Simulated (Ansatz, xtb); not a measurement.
System: GaCl2, charge -1, multiplicity 1. 
Geometry from a B3LYP-D3(BJ)/def2-TZVP (Ansatz, a first-principles code) optimisation:
```
Ga
Cl 1 2.4149
Cl 1 2.4149 2 100.20
```
Charge -1, spin multiplicity 1.

Harmonic wavenumbers from GFN2-xTB (xtb, at its own minimum), cm⁻¹: 86, 192, 238.

**Question.** Give the harmonic wavenumbers at B3LYP-D3(BJ)/def2-TZVP (Ansatz, finite differences of forces, unscaled).

**Answer.** 103, 229, 259 cm⁻¹. Zero-point energy 0.8 kcal/mol.

**Question.** From these and the geometry, give the ideal-gas thermochemistry at 298.15 K and 1 atm (rigid rotor, harmonic oscillator).

**Answer.** Point group C2v, rotational symmetry number 2. Rotational constants 5.991, 2.077, 1.542 GHz. S(trans) 40.73, S(rot) 25.84, S(vib) 6.96, S(elec, spin only) 0.00, S 73.5 cal/(mol K). H(298) - H(0) 3.45 kcal/mol; G - E(el) -17.6 kcal/mol.
